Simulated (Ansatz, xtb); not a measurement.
# Relative energy of two isomers of C6H7Br

We compare X, `Br[C@@H]1C=CC=CC1`, a singlet, with Y, `Br/C=C1/C=CCC1`, a singlet. Both are isolated molecules in the gas phase, relaxed with r2SCAN-D4/def2-SVP; the shapes shown needn't be the lowest conformers.

X (Å):

```yaml
atoms:
  - { symbol: C, position_ang: [-1.9250, -1.3523, -1.3929] }
  - { symbol: C, position_ang: [-1.3532, -2.4452, -0.5717] }
  - { symbol: C, position_ang: [-0.2286, -2.2355, 0.1549] }
  - { symbol: C, position_ang: [0.4483, -0.9490, 0.1451] }
  - { symbol: C, position_ang: [0.1197, -0.0117, -0.7707] }
  - { symbol: C, position_ang: [-0.8986, -0.3207, -1.8240] }
  - { symbol: Br, position_ang: [-3.3763, -0.4441, -0.2741] }
  - { symbol: H, position_ang: [-2.5123, -1.7161, -2.2446] }
  - { symbol: H, position_ang: [-1.9055, -3.3868, -0.5016] }
  - { symbol: H, position_ang: [0.1609, -3.0319, 0.7966] }
  - { symbol: H, position_ang: [1.2315, -0.7576, 0.8846] }
  - { symbol: H, position_ang: [0.6339, 0.9537, -0.7998] }
  - { symbol: H, position_ang: [-0.3618, -0.7618, -2.6939] }
  - { symbol: H, position_ang: [-1.3932, 0.5857, -2.2043] }
```

Y (Å):

```tsv
atom	x (Å)	y (Å)	z (Å)
C	-2.8265	-1.8115	-1.1985
C	-1.5409	-1.4787	-0.9749
C	-0.4088	-2.3840	-1.1285
C	0.7504	-1.7566	-0.8327
C	0.5312	-0.3241	-0.4360
C	-1.0024	-0.1353	-0.5280
Br	-4.2410	-0.5814	-0.9769
H	-3.1536	-2.8022	-1.5203
H	-0.5091	-3.4260	-1.4426
H	1.7399	-2.2209	-0.8720
H	1.0803	0.3653	-1.1032
H	0.9194	-0.1245	0.5795
H	-1.2895	0.6522	-1.2448
H	-1.4507	0.1571	0.4363
```

Problem. Estimate E(Y) − E(X) at the level CCSD(T)/def2-SVP + ΔMP2/def2-TZVPP.

Solution. Calculated at CCSD(T)/def2-SVP + ΔMP2/def2-TZVPP: E(Y) − E(X) = +2.5 kcal/mol, so structure X lies lower.

How the difference moves with the method:

```tsv
level	geometry	E(Y) − E(X) (kcal/mol)	departure from the last row (kcal/mol)	job, with rough time for the two
GFN2-xTB	GFN2-xTB	−1.8	−4.3	optimisation, 0.13 s
HF/STO-3G	GFN2-xTB	−5.4	−7.8	single point, 0.4 s
r2SCAN-D4/def2-SVP//GFN2-xTB	GFN2-xTB	+2.8	+0.3	single point, 3.8 s
r2SCAN-D4/def2-SVP	r2SCAN-D4/def2-SVP	+2.8	+0.3	optimisation, 27 s
HF/def2-SVP	r2SCAN-D4/def2-SVP	+2.5	0.0	part of the CCSD(T) run
MP2/def2-SVP	r2SCAN-D4/def2-SVP	+3.4	+0.9	part of the CCSD(T) run
CCSD(T)/def2-SVP	r2SCAN-D4/def2-SVP	+3.2	+0.7	single point
CCSD(T)/def2-SVP + ΔMP2/def2-TZVPP	r2SCAN-D4/def2-SVP	+2.5		single point, 100 s
```

As drawn, both hold the same kinds of bond in the same numbers. Structure X has a 6-membered ring, Y a 5-membered ring.

GFN2-xTB, HF/STO-3G put the two in the other order. The largest departure from CCSD(T)/def2-SVP + ΔMP2/def2-TZVPP is that of HF/STO-3G, 7.8 kcal/mol. The last row adds to CCSD(T) the change of the MP2 difference between the two basis sets, here −0.7 kcal/mol.

With thermal terms from frequencies at re-optimised GFN2-xTB minima (ideal gas, soft modes damped towards free rotors, one conformer each, 298.15 K, 1 atm): the zero-point term adds −0.3 kcal/mol; ΔH is +2.4 and ΔG +1.9 kcal/mol.

The correlated steps freeze 15 core orbitals; the filled d shell of Br is correlated, in a basis made for valence electrons. Mirror images aren't counted in ΔG. Codes used: Ansatz 0.2.0, xtb 6.7.1; the last row on 4 threads of Arm Neoverse V2 on a shared host.
